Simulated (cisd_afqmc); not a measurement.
Input (AFQMC/CISD/def2-SVP; cisd_afqmc is a phaseless AFQMC code with CISD trial states that reads the integrals written by Ansatz):

Ansatz 0.2 input:
```python
import cisd_afqmc

open("ham.yaml", "w").write("""\
crystal:
  periodic: [false, false, false]
  atoms:
    - {symbol: Ca, position_ang: [0.00000000, 0.00000000, 0.00000000]}
    - {symbol: Cl, position_ang: [0.00000000, 0.00000000, 2.46962058]}
    - {symbol: Cl, position_ang: [-0.00000000, -0.00000000, -2.46962058]}
basis:
  gaussian:
    orbitals: def2-SVP
magnetization: {spin_polarized: false}
correlation: {method: ccsd, electrons: outside_noble_gas, hamiltonian_folder: ham}
""")
rep = cisd_afqmc.ansatz("ham.yaml")
e_ccsd = rep["correlation"]["coupled_cluster"]["energy"]["hartree"]
out = cisd_afqmc.run("ham", e_ccsd, trial="CISD", walkers=200, populations=8, threads=8, dt=0.005, steps=40, early=24, settle=10, least=32,
    cut=5e-5, rank_cut=2e-4, target=0.0004, seconds=1500, seed=1, memory=17280, gpu=False)
```

Output:

```
orbitals 41, occupied [8], factors 205 of 590, rank of the doubles 99 of 264
E(HF) = -1595.579801
E(CCSD) on the cut factors = -1595.881585, shift to the whole factors 0.000006
Energy of the trial state on the determinant = -1595.881643
  tau behind 7.2 of longer steps, mean of the populations' last blocks
   2.0  -1595.88717
   4.0  -1595.88724
   6.0  -1595.88765
   8.0  -1595.88700
blocks 275 (0 outliers left out), error by blocks joined: 1: 0.00012, 2: 0.00016, 4: 0.00019, 8: 0.00022, 16: 0.00023
E(AFQMC/CISD) = -1595.88734 +/- 0.00023
```
